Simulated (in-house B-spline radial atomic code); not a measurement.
**PBE0 excitations of Ar⁶⁺**

Method: PBE0. Computed with a B-spline radial code for spherical atoms: linear response of the closed shell [Ne] 3s2 with the functional's adiabatic kernel; scalar-relativistic (spin-free one-electron X2C), finite nucleus, no spin-orbit coupling, no double excitations, S, P, D and F terms only.

Command:
```bash
python run_td.py task.json out
```
Settings (radii: box in bohr, nucleus in fm):
```
Z                        18
electrons                12
configuration            [Ne] 3s2
hamiltonian              x2c
method                   pbe0
box_radius               14.35
rms_radius               3.4274
intervals                71
```

Run time, properties included: 0.3 s on 1 thread of Intel(R) Xeon(R) 6975P-C (Granite Rapids), with other jobs on the host.

The lowest states, in the order of their Tamm-Dancoff energies; the method's threshold (minus the highest occupied level) is 117.92 eV. Labels give the largest channel, * marks a mixed state, and oscillator strengths are full-response dipole values. Semilocal kernels can invert the small singlet-triplet splittings of Rydberg terms. Energies in eV:

| state | full response | Tamm-Dancoff | oscillator strength |
| --- | --- | --- | --- |
| 3s → 3p 3P | 13.234 | 13.662 | - |
| 3s → 3p 1P | 21.078 | 21.758 | 1.17 |
| 3s → 3d 3D | 37.94 | 38.07 | - |
| 3s → 3d 1D | 41.36 | 41.37 | - |
| 3s → 4s 3S | 63.08 | 63.09 | - |
| 3s → 4s 1S | 64.60 | 64.63 | - |
| 3s → 4p 3P | ? | ? | - |
| 3s → 4p 1P | ? | ? | ? |
| 3s → 4d 3D | 77.49 | 77.50 | - |
| 3s → 4d 1D | 77.77 | 77.77 | - |

Task: Where does 3s → 4p 1P lie?

Result: At 69.77 eV in full response, 69.80 eV in Tamm-Dancoff, oscillator strength 0.193.

Task: Where does 3s → 4p 3P lie?

Result: At 69.21 eV in full response, 69.22 eV in Tamm-Dancoff.

Task: How large is the singlet-triplet splitting of 3s → 3p (P terms) in Tamm-Dancoff?

Result: 8.1 eV, from the unrounded values.

Task: What polarisabilities and dispersion coefficient does the method give?

Result: Dipole 2.047 bohr³, quadrupole 1.739 bohr⁵, C6 2.612 hartree·bohr⁶ for two such species.
